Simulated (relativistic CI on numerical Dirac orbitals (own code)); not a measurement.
Cr6+ in a cubic cluster: L2,3 absorption with charge transfer

Computed with a charge-transfer multiplet model of a cubic metal-ligand cluster with up to 2 ligand holes, Slater and spin-orbit integrals from Dirac-Coulomb-Breit ions, Slater integrals scaled by 0.9. The ground state mixes d0 with configurations of k ligand holes L, whose averages lie at kΔ + k(k − 1)U_dd/2; a core hole lowers each added d electron by U_cd. 20 K, Lorentzian 0.4 eV and Gaussian 0.3 eV FWHM.

Atomic integrals in eV (Slater integrals scaled, ζ unscaled), ground: F2dd 10.549, F4dd 6.644, zeta_d 0.039; with the core hole: F2dd 10.549, F4dd 6.644, zeta_d 0.067, zeta_core 5.615, F2cd 7.753, G1cd 6.119, G3cd 3.485. Where a configuration has fewer than two d electrons, the dd integrals are those of d2.

Cluster parameters (eV): Δ = -1.2, U_dd = 4.8, U_cd = 5.8, 10Dq(ligand) = 1.4, V(eg) = 3.15, V(t2g) = -1.65, final-state hopping factor = 1.

| Case | n_d | d0 | d1L | d2L2 | S |
| --- | --- | --- | --- | --- | --- |
| 10Dq = -0.45 eV | 1.09 | 0.18 | 0.55 | 0.27 | 0.00 |
| 10Dq = -0.15 eV | 1.08 | 0.19 | 0.55 | 0.27 | 0.00 |
| 10Dq = 0.45 eV | 1.07 | 0.19 | 0.55 | 0.26 | 0.00 |

Weights, n_d and S are thermal averages at 20 K. Photon energies count from the first peak over 30 % of the highest in each spectrum, which can be another peak from case to case. The parameters are a model scan and need not match a compound or its usual spin state. A negative ionic 10Dq is a model choice; hopping adds the covalent part of the field. Peaks in eV (height, largest 100):
- 10Dq = -0.45 eV: 0.0 (60), 1.5 (8), 2.5 (12), 3.7 (10), 6.2 (6), 8.7 (100), 11.8 (8)
- 10Dq = -0.15 eV: 0.0 (63), 2.3 (12), 3.5 (11), 7.1 (12), 8.6 (100), 11.5 (8)
- 10Dq = 0.45 eV: -2.4 (9), 0.0 (69), 2.0 (14), 3.3 (15), 6.6 (20), 8.6 (100)

Curve for 10Dq = -0.45 eV (points under 2 left out, the grid thinned):

```
E (eV)  Intensity
  -1.4        2.0
  -1.1        3.1
  -0.7        7.3
  -0.4       20.3
   0.0       59.9
   0.3       37.2
   0.7       11.0
   1.0        7.7
   1.4        8.3
   1.7        7.5
   2.1        9.0
   2.4       11.7
   2.8        9.8
   3.1        7.7
   3.5        8.5
   3.8        9.5
   4.2        7.5
   4.5        4.3
   4.9        3.7
   5.2        3.9
   5.6        4.0
   5.9        5.3
   6.2        5.9
   6.6        6.5
   6.9        8.6
   7.3       10.2
   7.6       12.0
   8.0       24.2
   8.3       50.2
   8.7      100.0
   9.0       60.5
   9.4       21.3
   9.7       14.1
  10.1       11.1
  10.4        9.5
  10.8        8.4
  11.1        7.2
  11.5        7.1
  11.8        7.7
  12.2        6.7
  12.5        4.7
  12.9        2.9
  13.2        2.7
  13.6        2.5
  13.9        2.1
```

A d0 ion has no d-d gap: its lowest excitations are ligand-to-metal charge transfer. With the core hole the configuration with one ligand hole lies at Δ + U_dd − U_cd = -2.2 eV from the one without, against Δ in the ground state.

With at most 2 ligand holes the space is cut while the next configuration still counts, so covalency is underestimated, and a final configuration with one more ligand hole, which can lie low, is missing from the spectra.
